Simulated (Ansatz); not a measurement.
Steps of a relaxation of C2H7O2V (`[CH3][V]([CH3])(=[O])[OH]`) with RKS PBE-D4/def2-SVP.

```sh
$ ansatz run in.yaml --threads 4 --pin off --events-out ev --progress --plain --max-ram 11315MiB
```

```yaml
crystal:
  periodic: [false, false, false]
  atoms:
    - {symbol: C, position_ang: [-1.770300, 0.118000, 0.236600]}
    - {symbol: V, position_ang: [0.140800, 0.441200, -0.576500]}
    - {symbol: C, position_ang: [1.350000, -1.199400, -0.010700]}
    - {symbol: O, position_ang: [0.132900, 0.538100, -2.331700]}
    - {symbol: O, position_ang: [0.907400, 2.108700, 0.109200]}
    - {symbol: H, position_ang: [-2.514700, 0.908000, -0.239800]}
    - {symbol: H, position_ang: [-1.767700, 0.321600, 1.326600]}
    - {symbol: H, position_ang: [-2.123500, -0.851600, -0.001700]}
    - {symbol: H, position_ang: [1.610700, -1.112600, 1.129400]}
    - {symbol: H, position_ang: [2.332100, -1.170300, -0.550300]}
    - {symbol: H, position_ang: [0.841600, -2.152300, -0.182500]}
    - {symbol: H, position_ang: [0.937900, 1.995300, 1.125500]}
basis:
  gaussian: {orbitals: def2-SVP}
hamiltonian: {xc: pbe, dispersion: d4}
relax: {f_tol: 0.03, max_steps: 200}
```

Positions (Å) and forces (eV/Å) along the path, 8 of 8 steps:

```xyz
12
step=1 energy=-31949.8566 eV
C    -1.770    0.118    0.237    0.071    3.380   -0.899
V     0.141    0.441   -0.577    1.171    2.027   -4.436
C     1.350   -1.199   -0.011    0.613    1.446    1.354
O     0.133    0.538   -2.332   -0.180   -0.505    6.413
O     0.907    2.109    0.109   -1.212   -2.954    0.564
H    -2.515    0.908   -0.240    1.248   -1.249    0.611
H    -1.768    0.322    1.327    0.184   -0.164    0.080
H    -2.123   -0.852   -0.002   -0.531   -1.763   -0.382
H     1.611   -1.113    1.129   -0.549   -0.014   -1.470
H     2.332   -1.170   -0.550   -0.422    0.007   -0.031
H     0.842   -2.152   -0.182   -0.340   -0.413   -0.218
H     0.938    1.995    1.125   -0.053    0.201   -1.585
12
step=2 energy=-31951.1094 eV
C    -1.724    0.154    0.202   -0.023    1.161   -0.264
V     0.165    0.435   -0.528    0.092    0.911   -2.715
C     1.340   -1.148    0.000    0.239    0.449    0.518
O     0.062    0.470   -2.164    0.232   -0.097    3.342
O     0.876    2.007    0.100   -0.579   -1.358    0.205
H    -2.436    0.904   -0.261    0.483   -0.452    0.231
H    -1.702    0.321    1.301    0.003   -0.122    0.016
H    -2.073   -0.855   -0.046   -0.071   -0.476   -0.082
H     1.565   -1.072    1.106   -0.150   -0.036   -0.541
H     2.298   -1.126   -0.567   -0.163   -0.034    0.033
H     0.799   -2.092   -0.204   -0.084   -0.064   -0.095
H     0.908    1.947    1.095    0.021    0.119   -0.647
12
step=3 energy=-31951.2707 eV
C    -1.710    0.185    0.205   -0.017   -0.168    0.124
V     0.148    0.430   -0.530    0.062   -0.556    1.845
C     1.328   -1.105    0.006    0.123   -0.131   -0.081
O     0.140    0.453   -2.063   -0.235    0.070   -2.155
O     0.831    1.923    0.069    0.287    0.577    0.182
H    -2.414    0.901   -0.243   -0.237    0.154   -0.098
H    -1.697    0.304    1.312    0.015   -0.016   -0.096
H    -2.021   -0.850   -0.058   -0.034    0.007   -0.005
H     1.550   -1.049    1.087    0.023   -0.034    0.167
H     2.270   -1.111   -0.577   -0.003   -0.019    0.012
H     0.760   -2.036   -0.219   -0.002    0.007   -0.001
H     0.893    1.900    1.045    0.018    0.108    0.106
12
step=4 energy=-31951.3283 eV
C    -1.715    0.171    0.204    0.036    0.012   -0.042
V     0.154    0.422   -0.529    0.048    0.009    0.170
C     1.326   -1.136    0.014   -0.023    0.082   -0.016
O     0.082    0.454   -2.095   -0.046   -0.033   -0.028
O     0.849    1.939    0.056    0.089    0.156    0.398
H    -2.431    0.923   -0.183   -0.004   -0.021   -0.012
H    -1.670    0.219    1.312   -0.006    0.002    0.025
H    -2.038   -0.844   -0.116   -0.020    0.008   -0.018
H     1.478   -1.096    1.113    0.007   -0.027    0.019
H     2.303   -1.110   -0.508    0.011   -0.028   -0.009
H     0.785   -2.067   -0.263    0.004    0.001   -0.017
H     0.955    2.069    1.030   -0.094   -0.159   -0.470
12
step=5 energy=-31951.3250 eV rejected
C    -1.711    0.175    0.208   -0.017   -0.014   -0.002
V     0.157    0.425   -0.517    0.127    0.261    0.100
C     1.332   -1.129    0.017    0.003   -0.007    0.001
O     0.067    0.438   -2.083   -0.008   -0.007    0.036
O     0.853    1.960    0.058   -0.191   -0.290   -1.134
H    -2.427    0.922   -0.189    0.010   -0.004   -0.009
H    -1.684    0.222    1.318    0.002    0.001    0.003
H    -2.029   -0.840   -0.119   -0.010    0.002   -0.003
H     1.480   -1.117    1.117   -0.002   -0.003    0.004
H     2.311   -1.112   -0.501   -0.003    0.000   -0.007
H     0.782   -2.049   -0.281    0.002   -0.004   -0.005
H     0.946    2.048    1.008    0.087    0.065    1.016
12
step=6 energy=-31951.3343 eV
C    -1.713    0.172    0.204    0.012    0.001   -0.003
V     0.157    0.426   -0.522    0.010   -0.002    0.030
C     1.327   -1.132    0.014    0.001    0.022    0.003
O     0.077    0.450   -2.089   -0.025   -0.018    0.031
O     0.852    1.948    0.055    0.025    0.062   -0.019
H    -2.430    0.922   -0.185    0.004   -0.003   -0.010
H    -1.673    0.220    1.313   -0.013    0.001    0.007
H    -2.039   -0.842   -0.118    0.001    0.009   -0.011
H     1.480   -1.100    1.114    0.011   -0.021    0.009
H     2.304   -1.112   -0.509    0.006   -0.010   -0.001
H     0.784   -2.062   -0.265   -0.003    0.022   -0.012
H     0.949    2.056    1.023   -0.029   -0.064   -0.024
12
step=7 energy=-31951.3371 eV
C    -1.712    0.176    0.208   -0.003    0.000    0.025
V     0.159    0.427   -0.513    0.007    0.004    0.064
C     1.335   -1.127    0.019    0.018   -0.004    0.014
O     0.066    0.437   -2.077   -0.006   -0.006   -0.039
O     0.850    1.957    0.048    0.006    0.036   -0.099
H    -2.422    0.923   -0.199   -0.001    0.002   -0.005
H    -1.696    0.227    1.319    0.001   -0.001   -0.021
H    -2.032   -0.839   -0.118   -0.007   -0.005   -0.003
H     1.500   -1.121    1.118   -0.011    0.003   -0.016
H     2.308   -1.113   -0.513   -0.003   -0.003   -0.003
H     0.779   -2.044   -0.276    0.001   -0.009   -0.003
H     0.943    2.042    1.018   -0.001   -0.017    0.086
12
step=8 energy=-31951.3377 eV
C    -1.713    0.178    0.210    0.003   -0.003    0.001
V     0.158    0.426   -0.511   -0.001   -0.004    0.005
C     1.339   -1.128    0.018   -0.004    0.002    0.001
O     0.062    0.430   -2.076    0.001    0.001   -0.001
O     0.849    1.960    0.043    0.001    0.003   -0.003
H    -2.417    0.931   -0.197    0.000   -0.001    0.000
H    -1.697    0.229    1.320   -0.001    0.001    0.000
H    -2.041   -0.834   -0.118    0.001    0.001   -0.001
H     1.495   -1.124    1.118    0.000    0.000    0.000
H     2.315   -1.104   -0.507    0.000    0.000    0.001
H     0.791   -2.048   -0.283    0.000    0.001   -0.002
H     0.938    2.029    1.016    0.000   -0.003    0.000
```

Run time 11 s (4 threads of an Intel Xeon Platinum 8488C on a shared host); peak host memory 0.2 GiB.
